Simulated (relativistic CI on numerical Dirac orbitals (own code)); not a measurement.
## Charge states of tungsten

These numbers are calculated, not measured: Dirac-Coulomb-Breit CI, orbitals from a KLI potential per configuration, model QED, valence Slater integrals scaled by 0.9 (own radial code, finite nucleus).

Each species is treated in one configuration, given outside its closed core. Radial values are for the open shell of highest l, unscaled and averaged over j; ζ includes the Breit term. Labels give the leading LS character, summed over repeated terms.

```tsv
Ion	Configuration	Its lowest level	LS weight (%)	⟨r⟩ (bohr)	⟨r²⟩ (bohr²)	g_J	g√(J(J+1))	F² (cm⁻¹)	F⁴ (cm⁻¹)
W⁴⁸⁺	3d8	3F_4	86	0.1737	0.03504	1.205	5.39	586500	378300
W⁴⁹⁺	3d7	4F_9/2	58	0.1724	0.03448	1.217	6.05	591700	381900
W⁵⁰⁺	3d6	J = 4 (mixed)	41	0.171	0.03392	1.235	5.52	596900	385500
W⁵¹⁺	3d5	J = 5/2 (mixed)	25	0.1698	0.03339	1.272	3.76	602100	389000
W⁵²⁺	3d4	3P_0	60	0.1685	0.03286		0.00	607300	392600
W⁵³⁺	3d3	J = 3/2 (mixed)	43	0.1672	0.03235	0.723	1.40	612500	396100
W⁵⁴⁺	3d2	3F_2	73	0.166	0.03186	0.761	1.86	617700	399600
W⁵⁵⁺	3d	2D_3/2	100	0.1648	0.03137	0.787	1.52		
W⁵⁶⁺	3s2 3p6	1S_0	100				0.00		
W⁵⁷⁺	3s2 3p5	?	?	?	?	?	?	?	?
W⁵⁸⁺	3s2 3p4	3P_2	68	0.1824	0.03855	1.329	3.26	535100	
W⁵⁹⁺	3s2 3p3	J = 3/2 (mixed)	48	0.1815	0.03817	1.339	2.59	537500	
W⁶⁰⁺	3s2 3p2	3P_0	69	0.1806	0.0378		0.00	539900	
W⁶¹⁺	3s2 3p	2P°_1/2	100	0.1797	0.03744	0.647	0.56		
W⁶²⁺	3s2	1S_0	100				0.00		
W⁶³⁺	3s	2S_1/2	100	0.1821	0.03792	1.983	1.72		
W⁶⁴⁺	2s2 2p6	1S_0	100				0.00		
W⁶⁵⁺	2s2 2p5	2P°_3/2	100	0.06715	0.005509	1.298	2.51		
W⁶⁶⁺	2s2 2p4	3P_2	68	0.06673	0.005438	1.304	3.19	1.404e+06	
W⁶⁷⁺	2s2 2p3	J = 3/2 (mixed)	49	0.06632	0.005369	1.310	2.54	1.414e+06	
W⁶⁸⁺	2s2 2p2	3P_0	68	0.06592	0.005302		0.00	1.423e+06	
W⁶⁹⁺	2s2 2p	2P°_1/2	100	0.06554	0.005238	0.615	0.53		
W⁷⁰⁺	2s2	1S_0	100				0.00		
W⁷¹⁺	2s	2S_1/2	100	0.07333	0.006392	1.951	1.69
```

Task: Fill in the row of W⁵⁷⁺.

Result: Its lowest level 2P°_3/2; LS weight (%) 100; ⟨r⟩ (bohr) 0.1833; ⟨r²⟩ (bohr²) 0.03893; g_J 1.321; g√(J(J+1)) 2.56.
